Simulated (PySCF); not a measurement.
# Electron correlation in S (sulfur, neutral)

[Ne] 3s1 3p5, high-spin 3P determinant (an excited configuration). All numbers are calculated (PySCF 2.14, no relativity, point nucleus, in aug-cc-pwCVQZ (10s9p7d5f3g, 134 functions)). Frozen: 1s2; 14 electrons correlated.

MP2 pair energies summed by pair of shells (mhartree):

```tsv
pair	energy	share (%)
2p-2p	-189.75	39.1
3p-3p	-148.29	30.6
2s-2p	-61.06	12.6
2p-3p	-38.95	8.0
3s-3p	-20.93	4.3
2s-2s	-10.15	2.1
2p-3s	-7.82	1.6
2s-3p	-6.73	1.4
2s-3s	-1.50	0.3
```

Total MP2 correlation energy: -485.18 mhartree.

Same-spin part -119.99 and opposite-spin part -365.18 mhartree; SCS-MP2 scales them by 1/3 and 6/5 to -478.22 mhartree.
